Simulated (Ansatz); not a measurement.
Geometry optimisation, RKS PBE0-D4/def2-SVP (Ansatz 0.2.0).

Input file:

```yaml
crystal:
  periodic: [false, false, false]
  atoms:
    - { symbol: C, position_ang: [-2.4748, 1.1879, 0.5594] }
    - { symbol: Al, position_ang: [-0.5766, 0.8583, 0.6885] }
    - { symbol: "N", position_ang: [0.8688, -0.0754, 1.4583] }
    - { symbol: Si, position_ang: [1.5455, 0.2594, -0.2127] }
    - { symbol: C, position_ang: [1.4927, -1.336, -1.2271] }
    - { symbol: H, position_ang: [-3.0769, 0.5857, 1.2425] }
    - { symbol: H, position_ang: [-2.8333, 1.0442, -0.4881] }
    - { symbol: H, position_ang: [-2.6792, 2.3097, 0.8048] }
    - { symbol: H, position_ang: [0.6238, -1.0647, 1.5574] }
    - { symbol: H, position_ang: [2.684, 1.0843, -0.1667] }
    - { symbol: H, position_ang: [0.45665, -1.72817, -1.13708] }
    - { symbol: H, position_ang: [2.20992, -2.02381, -0.79417] }
    - { symbol: H, position_ang: [1.75589, -1.10724, -2.31429] }
basis:
  gaussian: { orbitals: def2-SVP }
hamiltonian:
  xc: pbe0
  dispersion: d4
relax:
  f_tol: 0.015
  max_steps: 40
```

Command:

```bash
$ ansatz run input.yaml --threads 2 --pin off --max-ram 3072MiB --backend cpu --events-out ev --progress --plain --runs-dir out
```

Question: Where does it end, and by what steps?

Answer: The forces met the threshold. The force dipped under the threshold on the way, but the program's further checks kept it going. After 11 steps the energy has fallen by 1.117 eV; H11 moved furthest, 0.73 Å.

| step | energy less start (eV) | largest force component (eV/Å) | accepted |
| --- | --- | --- | --- |
| 0 | 0.0000 | 3.011 | yes |
| 1 | -0.5837 | 1.305 | yes |
| 2 | -0.7970 | 1.973 | yes |
| 3 | -1.0219 | 0.894 | yes |
| 4 | -1.0907 | 0.323 | yes |
| 5 | -1.0878 | 1.063 | no |
| 6 | -1.1075 | 0.083 | yes |
| 7 | -1.1140 | 0.045 | yes |
| 8 | -1.1133 | 0.149 | no |
| 9 | -1.1153 | 0.030 | yes |
| 10 | -1.1164 | 0.010 | yes |
| 11 | -1.1166 | 0.006 | yes |

```xyz
13
Properties=species:S:1:pos:R:3
C -2.620 1.392 0.699
Al -0.821 0.726 0.350
N 0.376 -0.307 1.178
Si 1.303 0.070 -0.299
C 1.795 -1.397 -1.375
H -3.022 0.991 1.643
H -3.310 1.114 -0.115
H -2.623 2.493 0.765
H 0.640 -0.860 1.989
H 2.559 0.865 -0.065
H 0.936 -2.052 -1.583
H 2.579 -1.995 -0.880
H 2.204 -1.046 -2.336
```

Whether the end is a true minimum wasn't checked by a vibrational analysis.

The run took 42 s on 2 threads of Arm Neoverse V2, on a shared host, peak memory 0.27 GiB.
